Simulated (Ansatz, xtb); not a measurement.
Two conformers of B2F4

We compare I, `FB(F)B(F)F`, a singlet, with II, `FB(F)B(F)F`, a singlet. Both are isolated molecules in the gas phase, relaxed with PBE0-D3(BJ)/def2-SVP.

I (Å):

```xyz
6

B    -1.0365    0.5567   -0.5753
B     0.2421    0.0050   -1.5882
F    -1.9738    1.3669   -1.0250
F     0.1334   -1.0992   -2.2996
F     1.3772    0.6668   -1.6911
F    -1.1265    0.1895    0.6873
```

II (Å):

```xyz
6

B    -1.6411   -0.8029    1.8424
B    -2.4465    0.1881    0.6793
F    -2.2735   -1.2818    2.8927
F    -0.3679   -1.1125    1.7174
F    -3.7228    0.4872    0.7975
F    -1.8112    0.6769   -0.3647
```

Which of the two would you expect CCSD(T)/def2-SVP + ΔMP2/def2-TZVPP electronic energies to favour?

Too close to call at this level: CCSD(T)/def2-SVP + ΔMP2/def2-TZVPP gives E(II) − E(I) = −1.31 kJ/mol.

The same difference at several levels:

```json
{"level": "PBE0-D3(BJ)/def2-SVP", "geometry": "PBE0-D3(BJ)/def2-SVP", "E(II) − E(I) (kJ/mol)": "−0.66", "departure from the last row (kJ/mol)": "+0.64", "job, with rough time for the two": "optimisation, 20 s"}
{"level": "HF/def2-SVP", "geometry": "PBE0-D3(BJ)/def2-SVP", "E(II) − E(I) (kJ/mol)": "+1.08", "departure from the last row (kJ/mol)": "+2.39", "job, with rough time for the two": "part of the CCSD(T) run"}
{"level": "MP2/def2-SVP", "geometry": "PBE0-D3(BJ)/def2-SVP", "E(II) − E(I) (kJ/mol)": "−0.89", "departure from the last row (kJ/mol)": "+0.42", "job, with rough time for the two": "part of the CCSD(T) run"}
{"level": "CCSD(T)/def2-SVP", "geometry": "PBE0-D3(BJ)/def2-SVP", "E(II) − E(I) (kJ/mol)": "−1.26", "departure from the last row (kJ/mol)": "+0.05", "job, with rough time for the two": "single point"}
{"level": "CCSD(T)/def2-SVP + ΔMP2/def2-TZVPP", "geometry": "PBE0-D3(BJ)/def2-SVP", "E(II) − E(I) (kJ/mol)": "−1.31", "departure from the last row (kJ/mol)": "", "job, with rough time for the two": "single point, 37 s"}
```

The largest departure from CCSD(T)/def2-SVP + ΔMP2/def2-TZVPP is that of HF/def2-SVP, 2.39 kJ/mol. A small imaginary or near-zero mode remains, so no thermal terms are given. Levels run at GFN2-xTB geometries aren't shown. The last row adds to CCSD(T) the change of the MP2 difference between the two basis sets, here −0.05 kJ/mol.

The correlated steps freeze 6 core orbitals. Codes used: Ansatz 0.2.0; the last row on 1 thread of Arm Neoverse V1 on a shared host.
